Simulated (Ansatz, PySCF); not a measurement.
C₂H₃Cl₂FSi, SMILES C=C(Cl)[Si@@H](F)Cl. Atoms are numbered in the order given.

```xyz
9

C     -2.0286     0.1677    -0.9949
C     -1.0574    -0.3181    -0.2160
Cl    -1.4116    -1.2510     1.2312
Si     0.7616    -0.0959    -0.5512
F      0.8796     0.7081    -1.9566
Cl     1.6210     1.0477     0.9276
H     -1.7624     0.7399    -1.8879
H     -3.0885     0.0154    -0.7722
H      1.4919    -1.3732    -0.6641
```
Charge 0, spin multiplicity 1.

The structure is a stationary point at B3LYP-D3(BJ)/def2-SVP. The structure was generated by enumeration; whether it is a known compound was not checked. The values are those of a single conformer.

Two levels are set side by side: PBE-D3(BJ)/def2-SVP (Ansatz, a quantum-chemistry and plane-wave program) and B3LYP-D3(BJ)/def2-SVP (Ansatz). Each level has its own optimised geometry; the coordinates shown are those of the second. Frequencies come from the Hessian of PySCF at each geometry. Differences are taken from unrounded values.

```csv
quantity,B3LYP-D3(BJ),PBE-D3(BJ),PBE-D3(BJ) minus B3LYP-D3(BJ)
mean bond length (Å),1.538,1.545,0.008
bond C1–C2 (Å),1.336,1.346,0.009
bond C2–Cl3 (Å),1.758,1.754,-0.004
bond C2–Si4 (Å),1.863,1.871,0.008
bond Si4–F5 (Å),1.623,1.636,0.012
bond Si4–Cl6 (Å),2.058,2.063,0.006
bond C1–H7 (Å),1.093,1.101,0.008
bond C1–H8 (Å),1.094,1.102,0.008
bond Si4–H9 (Å),1.476,1.491,0.015
highest harmonic wavenumber (cm⁻¹),3243,3182,-62
mean harmonic wavenumber (cm⁻¹),983,953,-30
zero-point energy (kcal/mol),29.51,28.61,-0.90
```

GGA bonds tend to be longer and softer than those of functionals with exact exchange. Differences between two approximate levels are no errors against the true value.
